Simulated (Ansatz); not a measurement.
Isolated molecules relaxed with PBE0-D4/def2-TZVP in Ansatz; ΔE leaves out vibrations. CCSD(T)/CBS adds triple-zeta CCSD(T) − MP2 to the extrapolated MP2 energy (def2 sets, frozen cores). Functionals use def2-TZVPP. B3LYP here is the variant with VWN-RPA as its local correlation; programs differ in this. HSE06 is defined as in plane-wave codes. Elements past krypton have def2 core potentials. For Sn outer-core shells are correlated without core-valence functions, which leaves a few kJ/mol of doubt a bond.

Reaction (redistribution): `N#[C][Sn]([F])([F])[F]` + `C#C[Si](Cl)(Cl)Cl` → `C#[C][Sn]([F])([F])[F]` + `N#C[Si](Cl)(Cl)Cl`

```json
{"level": "PBE-D4", "ΔE (kcal/mol)": "-1.4", "difference from CCSD(T)/CBS": "0.7"}
{"level": "B3LYP-D4", "ΔE (kcal/mol)": "-1.8", "difference from CCSD(T)/CBS": "0.3"}
{"level": "r2SCAN0-D4", "ΔE (kcal/mol)": "-2.1", "difference from CCSD(T)/CBS": "0.0"}
{"level": "BHLYP-D4", "ΔE (kcal/mol)": "-2.2", "difference from CCSD(T)/CBS": "-0.1"}
{"level": "ωB97X-V", "ΔE (kcal/mol)": "-2.1", "difference from CCSD(T)/CBS": "0.0"}
{"level": "BLYP", "ΔE (kcal/mol)": "-1.6", "difference from CCSD(T)/CBS": "0.5"}
{"level": "HSE06", "ΔE (kcal/mol)": "-1.9", "difference from CCSD(T)/CBS": "0.2"}
{"level": "BHLYP", "ΔE (kcal/mol)": "-2.3", "difference from CCSD(T)/CBS": "-0.2"}
{"level": "CAM-B3LYP", "ΔE (kcal/mol)": "-2.3", "difference from CCSD(T)/CBS": "-0.2"}
{"level": "LC-ωPBE", "ΔE (kcal/mol)": "-2.3", "difference from CCSD(T)/CBS": "-0.2"}
{"level": "RPA@PBE/def2-TZVPP", "ΔE (kcal/mol)": "-2.3", "difference from CCSD(T)/CBS": "-0.2"}
{"level": "MP2/def2-SVP", "ΔE (kcal/mol)": "-2.0", "difference from CCSD(T)/CBS": "0.1"}
{"level": "SCS-MP2/def2-TZVPP", "ΔE (kcal/mol)": "-2.3", "difference from CCSD(T)/CBS": "-0.2"}
{"level": "MP2/def2-QZVPP", "ΔE (kcal/mol)": "-2.2", "difference from CCSD(T)/CBS": "-0.1"}
{"level": "MP2/CBS(def2)", "ΔE (kcal/mol)": "-2.1", "difference from CCSD(T)/CBS": "0.0"}
{"level": "CCSD/CBS(def2)", "ΔE (kcal/mol)": "-2.2", "difference from CCSD(T)/CBS": "-0.1"}
{"level": "CCSD(T)/CBS", "ΔE (kcal/mol)": "-2.1", "difference from CCSD(T)/CBS": "0"}
```

Largest T1 diagnostic among the species: 0.015.

Leaving LDA and LC-ωPBE aside and taking each functional with its dispersion term where it has one, the values, not all of them listed here, spread over 1.1 kcal/mol, from BHLYP-D4 to B97M-V. From BLYP to BHLYP (50 % exact exchange), in def2-TZVPP and without D4, ΔE moves by −0.8 kcal/mol.
